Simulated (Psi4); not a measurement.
diisopropylamine (C$_{6}$H$_{15}$N), singlet (typed; the unrestricted solution is spin-contaminated), at a GFN2-xTB geometry, with bond 14-3 at 2.2 times its length; HF/STO-3G run with Psi4 1.11.

Input for Psi4:
```
memory 2 GB

molecule {
0 1
C     1.99301264    0.80453849    0.64558095
C     1.21219436   -0.32879719   -0.03414266
C     2.01273561   -0.89318156   -1.20739154
N    -0.09105100    0.08325417   -0.52651874
C    -1.15470893    0.20840754    0.46053730
C    -2.19506372    1.20678600   -0.03871799
C    -1.80052341   -1.16262615    0.67318905
H     2.19839145    1.59918370   -0.07035599
H     1.42482268    1.22429216    1.47342037
H     2.93906202    0.43554972    1.03346573
H     1.04721845   -1.12996469    0.69455806
H     1.45122733   -1.68988794   -1.68658645
H     2.96641490   -1.28661032   -0.86508596
H     2.42527558    0.82067986   -2.82577556
H     0.00808601    0.94512869   -1.05244826
H    -0.76874528    0.56570221    1.43323849
H    -2.57361833    0.89023169   -1.00773672
H    -1.75934242    2.19931896   -0.14137405
H    -3.02677672    1.26815577    0.65863173
H    -1.06825888   -1.88166769    1.03002825
H    -2.60319997   -1.09484972    1.40321924
H    -2.20405744   -1.52397109   -0.26865331
}

set {
  basis sto-3g
  reference uhf
  stability_analysis follow
  scf_type pk
}

energy('scf')
print_variables()
```

Write the output that Psi4 gives for this input, abridged.


```
   => Loading Basis Set <=

    Name: STO-3G
    Role: ORBITAL
    Keyword: BASIS

         ---------------------------------------------------------
                                   SCF
               by Justin Turney, Rob Parrish, Andy Simmonett
                          and Daniel G. A. Smith
                              UHF Reference
         ---------------------------------------------------------

  ==> Geometry <==

    Molecular point group: c1
    Full point group: C1

    Geometry (in Angstrom), charge = 0, multiplicity = 1:

       Center              X                  Y                   Z               Mass
    ------------   -----------------  -----------------  -----------------  -----------------
         C            1.993043927329     0.799206958899     0.661177915164    12.000000000000
         C            1.212225647329    -0.334128721101    -0.018545694836    12.000000000000
         C            2.012766897329    -0.898513091101    -1.191794574836    12.000000000000
         N           -0.091019712671     0.077922638899    -0.510921774836    14.003074004430
         C           -1.154677642671     0.203076008899     0.476134265164    12.000000000000
         C           -2.195032432671     1.201454468899    -0.023121024836    12.000000000000
         C           -1.800492122671    -1.167957681101     0.688786015164    12.000000000000
         H            2.198422737329     1.593852168899    -0.054759024836     1.007825032230
         H            1.424853967329     1.218960628899     1.489017335164     1.007825032230
         H            2.939093307329     0.430218188899     1.049062695164     1.007825032230
         H            1.047249737329    -1.135296221101     0.710155025164     1.007825032230
         H            1.451258617329    -1.695219471101    -1.670989484836     1.007825032230
         H            2.966446187329    -1.291941851101    -0.849488994836     1.007825032230
         H            2.425306867329     0.815348328899    -2.810178594836     1.007825032230
         H            0.008117297329     0.939797158899    -1.036851294836     1.007825032230
         H           -0.768713992671     0.560370678899     1.448835455164     1.007825032230
         H           -2.573587042671     0.884900158899    -0.992139754836     1.007825032230
         H           -1.759311132671     2.193987428899    -0.125777084836     1.007825032230
         H           -3.026745432671     1.262824238899     0.674228695164     1.007825032230
         H           -1.068227592671    -1.886999221101     1.045625215164     1.007825032230
         H           -2.603168682671    -1.100181251101     1.418816205164     1.007825032230
         H           -2.204026152671    -1.529302621101    -0.253056344836     1.007825032230

  Running in c1 symmetry.

  Rotational constants: A =      0.13243  B =      0.04803  C =      0.04419 [cm^-1]
  Rotational constants: A =   3970.15669  B =   1440.00756  C =   1324.84484 [MHz]
  Nuclear repulsion =  332.599412437689239

  Charge       = 0
  Multiplicity = 1
  Electrons    = 58
  Nalpha       = 29
  Nbeta        = 29

  ==> Algorithm <==

  SCF Algorithm Type is PK.
  DIIS enabled.
  MOM disabled.
  Fractional occupation disabled.
  Guess Type is SAD.
  Energy threshold   = 1.00e-06
  Density threshold  = 1.00e-06
  Integral threshold = 1.00e-12

  ==> Primary Basis <==

  Basis Set: STO-3G
    Blend: STO-3G
    Number of shells: 36
    Number of basis functions: 50
    Number of Cartesian functions: 50
    Spherical Harmonics?: true
    Max angular momentum: 1

  ==> Integral Setup <==

  Using in-core PK algorithm.
   Calculation information:
      Number of atoms:                  22
      Number of AO shells:              36
      Number of primitives:            108
      Number of atomic orbitals:        50
      Number of basis functions:        50

      Integral cutoff                 1.00e-12
      Number of threads:                 1

[...]
   @UHF iter   1:  -286.53934767350813   -6.13974e+00   5.63209e-03 DIIS/ADIIS
   @UHF iter   2:  -286.58063689669819   -4.12892e-02   3.70989e-03 DIIS/ADIIS
   @UHF iter   3:  -286.60796004187785   -2.73231e-02   9.39286e-04 DIIS/ADIIS
   @UHF iter   4:  -286.60989417357058   -1.93413e-03   1.74671e-04 DIIS/ADIIS
   @UHF iter   5:  -286.60996535285335   -7.11793e-05   1.54545e-05 DIIS
   @UHF iter   6:  -286.60996635260886   -9.99756e-07   3.63825e-06 DIIS
   @UHF iter   7:  -286.60996643779060   -8.51817e-08   1.22614e-06 DIIS
   @UHF iter   8:  -286.60996644983862   -1.20480e-08   3.05175e-07 DIIS
  Energy and wave function converged.

    Negative totally symmetric eigenvalue detected: -0.364939
    Wavefunction unstable!
    Lowest UHF->UHF stability eigenvalues:
       A -0.364939

    Rotating orbitals by 0.5 * pi / 2 radians along unstable eigenvector.
    Running SCF again with the rotated orbitals.
   @UHF iter   9:  -286.57331367602148   -2.86573e+02   4.95739e-03 DIIS/ADIIS
   @UHF iter  10:  -286.72973247920629   -1.56419e-01   2.07025e-03 DIIS/ADIIS
   @UHF iter  11:  -286.75057818663140   -2.08457e-02   3.05242e-04 DIIS/ADIIS
   @UHF iter  12:  -286.75093081782910   -3.52631e-04   5.13009e-05 DIIS
   @UHF iter  13:  -286.75094306890321   -1.22511e-05   1.50320e-05 DIIS
   @UHF iter  14:  -286.75094394868051   -8.79777e-07   6.37539e-06 DIIS
   @UHF iter  15:  -286.75094412246631   -1.73786e-07   3.06498e-06 DIIS
   @UHF iter  16:  -286.75094417237699   -4.99107e-08   8.32377e-07 DIIS
    Wavefunction stable under totally symmetric rotations.
    Lowest totally symmetric eigenvalue: 0.296703
    Lowest UHF->UHF stability eigenvalues:
       A 0.296703

    Stability analysis over.

  ==> Post-Iterations <==

   @Spin Contamination Metric:   9.539044831E-01
   @S^2 Expected:                0.000000000E+00
   @S^2 Observed:                9.539044831E-01
   @S   Expected:                0.000000000E+00
   @S   Observed:                0.000000000E+00

    Orbital Energies [Eh]
    ---------------------

    Alpha Occupied:

[...]
    Alpha Virtual:

[...]
    Beta Occupied:

[...]
    Beta Virtual:

[...]
    Final Occupation by Irrep:
              A
    DOCC [    29 ]
    SOCC [     0 ]
    NA   [    29 ]
    NB   [    29 ]

  @UHF Final Energy:  -286.75094417237699

   => Energetics <=

    Nuclear Repulsion Energy =            332.5994124376892387
    One-Electron Energy =               -1048.3043419523962712
    Two-Electron Energy =                 428.9539853423300428
    Total Energy =                       -286.7509441723769896

  UHF NO Occupations:
  HONO-2 :   27  A 1.9986527
  HONO-1 :   28  A 1.9984589
  HONO-0 :   29  A 1.2340459
  LUNO+0 :   30  A 0.7659541
  LUNO+1 :   31  A 0.0015411
  LUNO+2 :   32  A 0.0013473
  LUNO+3 :   33  A 0.0012030

Computation Completed

Properties will be evaluated at   0.000000,   0.000000,   0.000000 [a0]

Properties computed using the SCF density matrix

 Multipole Moments:

 ------------------------------------------------------------------------------------
     Multipole            Electronic (a.u.)      Nuclear  (a.u.)        Total (a.u.)
 ------------------------------------------------------------------------------------

 L = 1.  Multiply by 2.5417464519 to convert [e a0] to [Debye]
 Dipole X            :         -0.3629823            0.4286586            0.0656762
 Dipole Y            :         -0.9335741            1.1822211            0.2486470
 Dipole Z            :          0.2881625            0.0413265            0.3294890
 Magnitude           :                                                    0.4179733

 ------------------------------------------------------------------------------------

  Variable Map:
  ----------------------------------------------------------------------------
[...]
  Array Variable Map:
  ----------------------------------------------------------------------------
[...]
[...]
```
